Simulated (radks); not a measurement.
Q: Species: Sb15+. Configuration: [Kr]. Method: Dirac Kohn-Sham, PBE, spin-unpolarised, spherical densities, point nucleus; computed with a radial shooting solver on a logarithmic mesh with Libxc functionals. Some entries of the table are withheld. Estimate them.

| orbital | occ. | eigenvalue (hartree) | <r> (bohr) | <r^2> (bohr^2) |
|---|---|---|---|---|
| 1s1/2 | 2 | -1126.229 | 0.02842 | 0.001094 |
| 2s1/2 | 2 | -182.6436 | 0.1221 | 0.01765 |
| 2p1/2 | 2 | -171.7416 | 0.1032 | 0.01310 |
| 2p3/2 | 4 | -162.4838 | 0.1087 | 0.01439 |
| 3s1/2 | 2 | -46.00895 | (1) | 0.1234 |
| 3p1/2 | 2 | -41.56788 | 0.3186 | (2) |
| 3p3/2 | 4 | -39.83407 | 0.3297 | (3) |
| 3d3/2 | 4 | -32.04519 | 0.2998 | 0.1064 |
| 3d5/2 | 6 | -31.68135 | 0.3033 | 0.1087 |
| 4s1/2 | 2 | -16.96275 | 0.7308 | (4) |
| 4p1/2 | 2 | -15.33794 | 0.7489 | (5) |
| 4p3/2 | 4 | -14.92817 | 0.7679 | (6) |

A: 
(1) 3s1/2 <r> (bohr): 0.3284
(2) 3p1/2 <r^2> (bohr^2): 0.1179
(3) 3p3/2 <r^2> (bohr^2): 0.1260
(4) 4s1/2 <r^2> (bohr^2): 0.5995
(5) 4p1/2 <r^2> (bohr^2): 0.6333
(6) 4p3/2 <r^2> (bohr^2): 0.6654
